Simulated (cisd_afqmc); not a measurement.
Input (AFQMC/CISD/cc-pVTZ; cisd_afqmc is a phaseless AFQMC code with CISD trial states that reads the integrals written by Ansatz):

Ansatz 0.2 input:
```python
import cisd_afqmc

open("ham.yaml", "w").write("""\
crystal:
  periodic: [false, false, false]
  atoms:
    - {symbol: F, position_ang: [2.09852260, 0.87711464, 0.08908778]}
    - {symbol: C, position_ang: [0.85291225, 0.35648976, 0.03620836]}
    - {symbol: C, position_ang: [-0.22919523, 1.21812325, 0.02296552]}
    - {symbol: C, position_ang: [-1.50741416, 0.67400333, -0.03154372]}
    - {symbol: C, position_ang: [-1.68541583, -0.70444936, -0.07155031]}
    - {symbol: C, position_ang: [-0.57850591, -1.54585052, -0.05700905]}
    - {symbol: C, position_ang: [0.70674060, -1.01852471, -0.00269247]}
    - {symbol: H, position_ang: [-0.06427268, 2.28618564, 0.05482918]}
    - {symbol: H, position_ang: [-2.36581222, 1.33280085, -0.04266358]}
    - {symbol: H, position_ang: [-2.68265828, -1.12126448, -0.11388587]}
    - {symbol: H, position_ang: [-0.71205760, -2.61925098, -0.08800005]}
    - {symbol: H, position_ang: [1.58336709, -1.65125326, 0.00966035]}
basis:
  gaussian:
    orbitals: cc-pVTZ
magnetization: {spin_polarized: false}
correlation: {method: ccsd, electrons: outside_noble_gas, hamiltonian_folder: ham}
""")
rep = cisd_afqmc.ansatz("ham.yaml")
e_ccsd = rep["correlation"]["coupled_cluster"]["energy"]["hartree"]
out = cisd_afqmc.run("ham", e_ccsd, trial="CISD", walkers=1000, populations=1, threads=12, dt=0.005, steps=40, early=24, settle=10, least=100,
    cut=5e-5, rank_cut=2e-4, target=0.0007, seconds=1500, seed=4, memory=62639, gpu=True)
```

Output:

```
orbitals 273, occupied [18], factors 1557 of 1633, rank of the doubles 1212 of 4590
E(HF) = -329.669537
E(CCSD) on the cut factors = -330.878700, shift to the whole factors -0.000015
Energy of the trial state on the determinant = -330.878652
  tau behind 7.2 of longer steps, mean of the populations' last blocks
   2.0  -330.93778
   4.0  -330.94138
   6.0  -330.94152
   8.0  -330.94445
  10.0  -330.93799
  12.0  -330.93866
  14.0  -330.94094
  16.0  -330.94053
  18.0  -330.93889
  20.0  -330.93956
  22.0  -330.93904
blocks 100 (0 outliers left out), error by blocks joined: 1: 0.00048, 2: 0.00055, 4: 0.00058, 8: 0.00058
E(AFQMC/CISD) = -330.94030 +/- 0.00058
```
